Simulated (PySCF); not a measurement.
## Sm²⁺: ionisation energy

Sm²⁺ [Xe] 4f6 (7F) → Sm³⁺ [Xe] 4f5 (high-spin determinant), as a difference of total energies. Calculation: PySCF 2.14, in cc-pVDZ-X2C (8s7p5d3f1g, 84 functions); scalar relativity by spin-free X2C-1e. Correlated levels: valence: [Kr] 4d10 frozen. The calculations carry no spin-orbit coupling.

```
           method  ionisation energy (eV)
              UHF                  21.402
    MP2 (valence)                  23.301
SCS-MP2 (valence)                  22.496
   CCSD (valence)                  22.966
CCSD(T) (valence)                  23.036
```

**Question.** How much does correlation contribute at CCSD(T) (valence)?

**Answer.** 23.036 − (21.402) = 1.634 eV, measured against UHF.

A first-order spin-orbit estimate (lowest level to lowest level, LS coupling) adds -0.200 eV.

Errors of the correlated levels include the incompleteness of this basis and the frozen core.

The determinant of Sm³⁺ mixes LS terms, which raises its energy above the lowest term, most at the Hartree-Fock and MP2 levels.

For comparison: 23.55 ± 0.08 eV (semi-empirical (NIST evaluation); NIST Atomic Spectra Database, ionization energies).
